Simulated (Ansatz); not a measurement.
System: sum formula LaClF2 (charge 0, singlet). 
Geometry from a B3LYP-D3(BJ)/def2-TZVP (Ansatz, a quantum-chemistry and plane-wave program) optimisation:
```
La
F 1 2.1485
F 1 2.1485 2 114.80
Cl 1 2.6546 2 117.21 3 143.52
```

Parts of the frozen-core correlation energy in def2-SVP (Ansatz, hartree). Frozen orbitals: 11; correlated occupied orbitals by spin: 12 and 12; virtual: 55 and 55. Spin-orbit coupling is left out. In def2 rows, elements after Kr have scalar-relativistic effective core potentials.

| term | value |
|---|---|
| reference (HF) | -689.48695 |
| MP2 opposite-spin | -0.40736 |
| MP2 same-spin | -0.15847 |
| CCSD correlation | -0.57458 |
| (T) | -0.00969 |
| T1 diagnostic | 0.017 |
| largest doubles amplitude | 0.031 |
